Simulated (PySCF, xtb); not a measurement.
C5H6O2, SMILES C#C[C@@H]1[C@H](O)[C@@H]1O.

GFN2-xTB (xtb) at its own geometry gives an orbital gap of 5.79 eV and a dipole moment of 2.70 D.

Geometry: PBE0-D3(BJ)/def2-SVP. The structure was generated by enumeration; whether it is a known compound was not checked. One conformer was computed; it need not be the lowest.

Q: What does B3LYP/def2-TZVP in PySCF give? (The exact figures need the calculation; the answer reports its results.)

A: gap 7.05 eV (levels -6.77 and 0.28 eV), dipole 2.02 D.
